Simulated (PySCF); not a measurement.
Spinor energies of Au⁶⁹⁺ (gold, charge +69)

Start: [Ne]. Calculated with PySCF 2.14 in an even-tempered Gaussian basis (16 s from 14 bohr⁻², ratio 2.6; 14 p from 18 bohr⁻², ratio 2.6; 6 d from 18 bohr⁻², ratio 2.8; 3 f from 380 bohr⁻², ratio 2.8): generalised Hartree-Fock with the X2C-1e Hamiltonian and a Gaussian nucleus; spin-orbit coupling (SO) screened by Boettger's factors.

| spinor shell | electrons | ε, screened SO (eV) | weight of nominal j (screened SO) | rms radius, screened SO (bohr) |
| --- | --- | --- | --- | --- |
| 1s1/2 | 2 | -87600.0 | 1.000 | 0.0190 |
| 2s1/2 | 2 | -20496.1 | 1.000 | 0.0756 |
| 2p1/2 | 2 | -19968.3 | 1.000 | 0.0638 |
| 2p3/2 | 4 | -18065.6 | 1.000 | 0.0713 |

```tsv
quantity	screened SO
E (hartree)	-12807.96690
M_J	0
⟨J²⟩	0.000
⟨L²⟩	0.046
⟨S²⟩	0.046
```

Breit and QED terms are absent; they matter most for the inner s and p1/2 levels.

Densities and radii are taken from the X2C orbitals without a picture-change correction, which distorts them close to the nucleus.
